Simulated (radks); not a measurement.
The table gives one normalised radial function P(r) = r R(r) of Hf in [Xe] 4f14 5d2 6s2 (r in bohr). All-electron calculation, scalar-relativistic Kohn-Sham, PBE, spin-polarised, spherical densities, point nucleus; open shells are filled with parallel spins first (spin-orbit coupling, left out, can overturn this in heavy ions); hard spherical wall at 4 bohr. Program: a radial shooting solver on a logarithmic mesh with Libxc functionals.

| r | P |
|---|---|
| 0.001385 | 0.0025 |
| 0.001587 | 0.0032 |
| 0.001819 | 0.0040 |
| 0.002083 | 0.0050 |
| 0.002406 | 0.0063 |
| 0.002757 | 0.0079 |
| 0.003158 | 0.0100 |
| 0.003618 | 0.0125 |
| 0.004146 | 0.0156 |
| 0.00475 | 0.0195 |
| 0.005485 | 0.0246 |
| 0.006284 | 0.0305 |
| 0.0072 | 0.0377 |
| 0.008249 | 0.0465 |
| 0.00945 | 0.0571 |
| 0.01083 | 0.0696 |
| 0.0125 | 0.0852 |
| 0.01433 | 0.1022 |
| 0.01641 | 0.1213 |
| 0.0188 | 0.1422 |
| 0.02154 | 0.1644 |
| 0.02488 | 0.1879 |
| 0.0285 | 0.2085 |
| 0.03266 | 0.2253 |
| 0.03741 | 0.2352 |
| 0.04286 | 0.2348 |
| 0.04911 | 0.2204 |
| 0.05672 | 0.1861 |
| 0.06498 | 0.1332 |
| 0.07444 | 0.0604 |
| 0.08529 | -0.0291 |
| 0.09771 | -0.1276 |
| 0.1119 | -0.2227 |
| 0.1293 | -0.3014 |
| 0.1481 | -0.3358 |
| 0.1697 | -0.3150 |
| 0.1944 | -0.2307 |
| 0.2228 | -0.0872 |
| 0.2572 | 0.1070 |
| 0.2947 | 0.2935 |
| 0.3377 | 0.4390 |
| 0.3869 | 0.5023 |
| 0.4432 | 0.4567 |
| 0.5078 | 0.2992 |
| 0.5864 | 0.0357 |
| 0.6719 | -0.2601 |
| 0.7697 | -0.5497 |
| 0.8819 | -0.7866 |
| 1.01 | -0.9379 |
| 1.158 | -0.9895 |
| 1.337 | -0.9426 |
| 1.532 | -0.8257 |
| 1.755 | -0.6700 |
| 2.01 | -0.5054 |
| 2.303 | -0.3544 |
| 2.639 | -0.2288 |
| 3.047 | -0.1266 |
| 3.491 | -0.0564 |
| 4 | 0.0000 |

Which n and l does it have? It may be an empty orbital.

Answer. n = 5, l = 1: the number of nodes gives n - l - 1 = 3, the rise at small r (about r^(l+1), flatter next to the nucleus through relativity) gives l, and the extent must fit the shell. The curve is that of 5p down; the table hardly tells the two spins apart. 5p down: eigenvalue -26.807 eV, 3 radial nodes at r = 0.0818, 0.238, 0.597 bohr, <r> = 1.36 bohr, 90 % of the charge inside 2.01 bohr.
